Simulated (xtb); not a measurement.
ClF3HNW, SMILES [NH]=[W]([F])([F])([F])[Cl], multiplicity 1. All values are semi-empirical tight-binding results from xtb (GFN2-xTB unless named), good for trends rather than for accurate numbers. Geometry: GFN2-xTB. The multiplicity is an assumed one; no other spin state was optimised. The structure was generated by enumeration; whether it is a known compound was not checked.

For metal compounds this method's bond lengths and energies can be far off.

- point group as xtb finds it: Cs
- orbital gap: 2.76 eV
- zero-point energy: 12.0 kcal/mol
- G − E(el) at 298.15 K (modified RRHO): -9.7 kcal/mol
